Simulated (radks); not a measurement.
Q: In30+, 19 electrons, occupied as [Ar] 3d1 (the NIST ground configuration). Calculated with a radial shooting solver on a logarithmic mesh with Libxc functionals: Dirac Kohn-Sham, BLYP, spin-unpolarised, spherical densities, finite nucleus; open shells fill j = l - 1/2 first; Fermi nuclear charge, rms radius 4.6156 fm.

Spin-orbit splittings of the eigenvalues, e(l+1/2) - e(l-1/2), with zeta = 2 splitting/(2l+1) and mean radii in bohr:

shell  occ.  splitting (eV)  zeta (eV)  <r> j=l-1/2  <r> j=l+1/2
2p        6           213.8      142.5       0.1075       0.1126
3p        6           48.69      32.46       0.3059       0.3142
3d        1               ?          ?       0.2766       0.2792

Estimate the 3d splitting.

A: 11.10 eV (zeta = 4.439 eV).
